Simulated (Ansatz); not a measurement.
Ansatz (a program for electronic structure) input file for Si(F)(I)2(Me) (CH3FI2Si), SMILES C[Si](F)(I)I, PBE-D3(BJ)/def2-SVP. 

Ansatz 0.2 input:
```yaml
crystal:
  periodic: [false, false, false]
  atoms:
    - {symbol: C, position_ang: [-1.19497964, 2.24891574, 0.00000000]}
    - {symbol: Si, position_ang: [0.10915544, 0.92596559, 0.00000000]}
    - {symbol: F, position_ang: [1.57607930, 1.62062121, -0.00000000]}
    - {symbol: I, position_ang: [-0.03938392, -0.45842231, -2.02064619]}
    - {symbol: I, position_ang: [-0.03938392, -0.45842231, 2.02064619]}
    - {symbol: H, position_ang: [-1.08550130, 2.87713327, 0.89786729]}
    - {symbol: H, position_ang: [-2.19731411, 1.79589481, -0.00000000]}
    - {symbol: H, position_ang: [-1.08550129, 2.87713328, -0.89786730]}
basis:
  gaussian:
    orbitals: def2-SVP
hamiltonian:
  xc: pbe
  dispersion: d3bj
relax: {f_tol: 0.002, max_steps: 200}
```

Log of the run:

```
WARN ansatz: RAYON_NUM_THREADS=1 ignored (pool sized by the plan → 1); use --threads N
Functional definition: PBE
integrals: 0.06 GiB planned
1308 factors; their error is unknown
mean field: 0.33 GiB planned
mean field evaluation 1: about -27864.4077 eV, gradient 5.8e1 eV
mean field evaluation 2: about -27847.3735 eV, gradient 1.0e2 eV
mean field evaluation 4: about -27871.9137 eV, gradient 8.3e0 eV
mean field evaluation 8: about -27872.0634 eV, gradient 3.0e-1 eV
mean field evaluation 16: about -27872.0133 eV, gradient 5.0e-4 eV
mean field -27872.01329721 eV, -1024.2775963432 hartree, gradient 2.4e-5 eV, S^2 0.000000; 0 other end points of the search recorded, 0 dependent functions left out
the calculation of the forces begins
reference -27872.01333072 eV, -1024.2775975748 hartree; 41, 41 occupied and 72, 72 virtual orbitals, 1308 factors
relax step   1: F+E_penalty+E_count = -27872.27793954 eV  Δ(F+E_penalty+E_count) = +0.000e0 eV  max|allowed force component| = 3.848e-1 eV/Å  Δτ_max = 0.0000 Å  (30 SCF iters, accepted)
these checks for a lower state are left out or cut short: starts, cluster_reference, orbital_swaps, neighbouring_geometries, increment
integrals: 0.06 GiB planned
1308 factors; their error is unknown
mean field: 0.33 GiB planned
mean field -27872.01839653 eV, -1024.2777837398 hartree, gradient 1.4e-5 eV, S^2 0.000000; 0 other end points of the search recorded, 0 dependent functions left out
the calculation of the forces begins
reference -27872.01843008 eV, -1024.2777849727 hartree; 41, 41 occupied and 72, 72 virtual orbitals, 1308 factors
relax step   2: F+E_penalty+E_count = -27872.28253032 eV  Δ(F+E_penalty+E_count) = -4.591e-3 eV  max|allowed force component| = 2.154e-1 eV/Å  Δτ_max = 0.0093 Å  (31 SCF iters, accepted)
these checks for a lower state are left out or cut short: starts, cluster_reference, orbital_swaps, neighbouring_geometries, increment
integrals: 0.06 GiB planned
1308 factors; their error is unknown
mean field: 0.33 GiB planned
mean field evaluation 32: about -27872.0198 eV, gradient 2.7e-5 eV
mean field -27872.01981088 eV, -1024.2778357162 hartree, gradient 1.5e-5 eV, S^2 0.000000; 0 other end points of the search recorded, 0 dependent functions left out
the calculation of the forces begins
reference -27872.01984443 eV, -1024.2778369490 hartree; 41, 41 occupied and 72, 72 virtual orbitals, 1308 factors
relax step   3: F+E_penalty+E_count = -27872.28372635 eV  Δ(F+E_penalty+E_count) = -1.196e-3 eV  max|allowed force component| = 2.533e-2 eV/Å  Δτ_max = 0.0078 Å  (31 SCF iters, accepted)
these checks for a lower state are left out or cut short: starts, cluster_reference, orbital_swaps, neighbouring_geometries, increment
integrals: 0.06 GiB planned
1308 factors; their error is unknown
mean field: 0.33 GiB planned
mean field -27872.01979167 eV, -1024.2778350105 hartree, gradient 7.7e-6 eV, S^2 0.000000; 0 other end points of the search recorded, 0 dependent functions left out
the calculation of the forces begins
reference -27872.01982521 eV, -1024.2778362428 hartree; 41, 41 occupied and 72, 72 virtual orbitals, 1308 factors
relax step   4: F+E_penalty+E_count = -27872.28379250 eV  Δ(F+E_penalty+E_count) = -6.615e-5 eV  max|allowed force component| = 6.399e-3 eV/Å  Δτ_max = 0.0051 Å  (24 SCF iters, accepted)
these checks for a lower state are left out or cut short: starts, cluster_reference, orbital_swaps, neighbouring_geometries, increment
integrals: 0.06 GiB planned
1308 factors; their error is unknown
mean field: 0.33 GiB planned
mean field -27872.01983973 eV, -1024.2778367765 hartree, gradient 4.5e-5 eV, S^2 0.000000; 0 other end points of the search recorded, 0 dependent functions left out
the calculation of the forces begins
reference -27872.01987327 eV, -1024.2778380090 hartree; 41, 41 occupied and 72, 72 virtual orbitals, 1308 factors
relax step   5: F+E_penalty+E_count = -27872.28380247 eV  Δ(F+E_penalty+E_count) = -9.969e-6 eV  max|allowed force component| = 2.036e-3 eV/Å  Δτ_max = 0.0012 Å  (20 SCF iters, accepted)
these checks for a lower state are left out or cut short: starts, cluster_reference, orbital_swaps, neighbouring_geometries, increment
integrals: 0.06 GiB planned
1308 factors; their error is unknown
mean field: 0.33 GiB planned
mean field -27872.01984265 eV, -1024.2778368839 hartree, gradient 2.0e-5 eV, S^2 0.000000; 0 other end points of the search recorded, 0 dependent functions left out
the calculation of the forces begins
reference -27872.01987619 eV, -1024.2778381164 hartree; 41, 41 occupied and 72, 72 virtual orbitals, 1308 factors
relax step   6: F+E_penalty+E_count = -27872.28380283 eV  Δ(F+E_penalty+E_count) = -3.674e-7 eV  max|allowed force component| = 6.016e-4 eV/Å  Δτ_max = 0.0002 Å  (19 SCF iters, accepted)
integrals: 0.06 GiB planned
1308 factors; their error is unknown
mean field: 0.33 GiB planned
mean field evaluation 64: about -27872.0702 eV, gradient 3.5e-2 eV
mean field -27872.01984265 eV, -1024.2778368839 hartree, gradient 2.0e-5 eV, S^2 0.000000; 1 other end points of the search recorded, 0 dependent functions left out
the calculation of the forces begins
reference -27872.01987619 eV, -1024.2778381164 hartree; 41, 41 occupied and 72, 72 virtual orbitals, 1308 factors
Total energy: -27872.28383637 eV, -1024.2875384741 hartree
Atom 0 at    -1.197734     2.250624     0.000000 Å, force    -0.000432     0.000468    -0.000000 eV/Å
Atom 1 at     0.111017     0.922713     0.000000 Å, force    -0.000084    -0.000602    -0.000000 eV/Å
Atom 2 at     1.589397     1.623261    -0.000000 Å, force    -0.000090     0.000489    -0.000000 eV/Å
Atom 3 at    -0.040044    -0.463062    -2.021724 Å, force     0.000062    -0.000060     0.000047 eV/Å
Atom 4 at    -0.040044    -0.463062     2.021724 Å, force     0.000062    -0.000060    -0.000047 eV/Å
Atom 5 at    -1.086525     2.882291     0.904217 Å, force     0.000273    -0.000209     0.000047 eV/Å
Atom 6 at    -2.206370     1.793763     0.000000 Å, force    -0.000065     0.000183     0.000000 eV/Å
Atom 7 at    -1.086525     2.882291    -0.904217 Å, force     0.000273    -0.000209    -0.000048 eV/Å
Dipole moment:    -0.353796     0.231012    -0.000000 e Å
```

The run converged.
